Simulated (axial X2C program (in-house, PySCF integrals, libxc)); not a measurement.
## Worked dissociation energy of AgP⁺: CCSD, 2c

Calculated with an axial X2C code built on PySCF integrals. Two-component (2c) means X2C with spin–orbit coupling and atomic mean-field two-electron Coulomb and Gaunt terms. Basis: Ag dyall-cv3z [12s12p8d5f3g], P dyall-v3z [8s7p2d1f] (cores contracted in-house); Gaussian nuclei, density fitting, unrestricted open shells. Masses: Ag 106.905 u, P 30.974 u.

Molecular state: Ω = 3/2 (⟨Sz⟩ = 1.50, ⟨Lz⟩ = 0.00 at HF).

Correlated methods: 15 electrons correlated (number of frozen shells: Ag 4 s, 3 p, 1 d; P 2 s, 1 p), 249 virtual spin orbitals or spinors in MP2, 90 natural virtuals in coupled cluster.

| Property | Result |
| --- | --- |
| E(Ag+) (2M_J = 0) | -5310.776891 hartree |
| E(P) (2M_J = 3) | -341.591243 hartree |
| E(AgP⁺) at Re | -5652.397031 hartree |
| ωe | 179.1 cm⁻¹ |
| ωexe | 1.41 cm⁻¹ |

Question: Work out De and D0.

Answer: De = -5310.776891 + (-341.591243) − (-5652.397031) = 0.02890 hartree = 0.786 eV. The zero-point energy is ωe/2 − ωexe/4 = 89 cm⁻¹ = 0.011 eV, so D0 = 0.775 eV.

The state is a single determinant with fixed occupations, the lowest that a limited PBE0 search found. Dissociation energies refer to the lowest single-determinant-based atoms at the same level and basis. CCSD ran in a truncated set of natural virtual spinors with an MP2 remainder; without triples it tends to underbind. Other states lie close and PBE0, whose exact exchange favours high spin, may order them wrongly; the determinant shown need not be the ground state. The nearest other 2c determinant of the search, Ω = 1/2, lies 0.52 eV up at the distance of the search. With several unpaired electrons one determinant need not be a pure state. This is the top spin component of a Σ state; components of lower Ω are not single determinants and can lie lower.

Each atomic determinant is the lowest at this level and need not be a pure J level. Totals compare only within one Hamiltonian and basis.
